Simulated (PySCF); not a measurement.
Coordinates in bohr (charge 0 multiplicity 3):
```
Zr    0.0000    0.0000   -0.5216
Cl    4.2982    0.0000    0.7290
Cl   -4.2982    0.0000    0.7290
```

Level of theory: UB3LYP in PySCF with Zr def2-TZVP with ECP28, Cl def2-TZVP; scalar-relativistic core potentials, no spin–orbit coupling; density-fitted integrals.

This geometry of ZrCl2 is a stationary point at this level.

(1) What is the point group?

(2) Is it a minimum?

(3) List the harmonic modes with their infrared intensities.

Results:

(1) C2v.

(2) Yes: all harmonic wavenumbers are real, though the softest, 46 cm⁻¹, leaves little margin.

(3) 
```
symmetry  ω (cm⁻¹)  IR (km/mol)
      a1        46          5.2
      a1       349          9.3
      b2       398          143
```

Only a few start shapes were tried, so a lower isomer may exist. Open d and f shells are described by one determinant, and the ground state may have another occupation or spin.
